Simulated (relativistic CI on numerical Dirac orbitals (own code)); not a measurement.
Slater and spin-orbit integrals, Hg

These numbers are calculated, not measured: Dirac-Coulomb-Breit CI, orbitals from a KLI potential per configuration, model QED, valence Slater integrals scaled by 0.85, P86 correlation energy added to each configuration (own radial code, finite nucleus).

Slater integrals F^k, G^k are unscaled and averaged over j, outside the closed core [Xe] 4f14; ζ comes from projecting the Hamiltonian with its Breit term on Σ l·s of the shell.

- 5d¹⁰6s6p: G^1(6s,6p) = 29165, ζ(6p) = 3319.4 cm⁻¹; <r>(6s) = 2.645, <r^2>(6s) = 8.055, <r>(6p) = 4.294, <r^2>(6p) = 21.94 (bohr units).
- 5d¹⁰6s7s: G^0(6s,7s) = 1018 cm⁻¹; <r>(6s) = 2.554, <r^2>(6s) = 7.465, <r>(7s) = 8.584, <r^2>(7s) = 82.28 (bohr units).
- 5d⁹6s²6p: ζ(5d) = 5782.3, F^2(5d,6p) = 17360, G^1(5d,6p) = 7661.5, G^3(5d,6p) = 5862.9, ζ(6p) = 4897.5 cm⁻¹; <r>(5d) = 1.446, <r^2>(5d) = 2.466, <r>(6p) = 3.922, <r^2>(6p) = 18.11 (bohr units).

In this model ζ of a weakly bound d, f or g electron outside closed shells comes out too small, for d by up to a factor of two or three and at times with the wrong sign; that of an outer p electron is too small as well.

Correlation outside the listed configurations is missing or only estimated: errors of thousands of cm⁻¹ between configurations and terms are usual at this charge. Rates and lifetimes follow the computed energies and can be off by large factors. The fine structure of a lone outer electron comes out too small, for d and f at times inverted, and misplaced configurations move strength between like terms. 14 of the 15 excited levels that our extract of the measured tables holds in this range could be paired (the sources list more); they are missed by 7051 cm⁻¹ on average and 8510 at most, and levels without a partner can miss by more.

Averages of the first 10 configurations, taken without configuration mixing, which lowers the lowest level and can move excited configurations by several eV; other configurations of the list can lie among them:

```json
{"Configuration": "5d¹⁰6s²", "Parity": "even", "States": "1", "Average energy above the lowest level (eV)": "0.3"}
{"Configuration": "5d¹⁰6s6p", "Parity": "odd", "States": "12", "Average energy above the lowest level (eV)": "5.0"}
{"Configuration": "5d¹⁰6s7s", "Parity": "even", "States": "4", "Average energy above the lowest level (eV)": "6.9"}
{"Configuration": "5d⁹6s²6p", "Parity": "odd", "States": "60", "Average energy above the lowest level (eV)": "9.9"}
{"Configuration": "5d¹⁰6s7p", "Parity": "odd", "States": "12", "Average energy above the lowest level (eV)": "7.8"}
{"Configuration": "5d¹⁰6s6d", "Parity": "even", "States": "20", "Average energy above the lowest level (eV)": "7.9"}
{"Configuration": "5d¹⁰6s8s", "Parity": "even", "States": "4", "Average energy above the lowest level (eV)": "8.3"}
{"Configuration": "5d¹⁰6s8p", "Parity": "odd", "States": "12", "Average energy above the lowest level (eV)": "8.7"}
{"Configuration": "5d¹⁰6s5f", "Parity": "odd", "States": "28", "Average energy above the lowest level (eV)": "8.7"}
{"Configuration": "5d¹⁰6s7d", "Parity": "even", "States": "20", "Average energy above the lowest level (eV)": "8.7"}
```
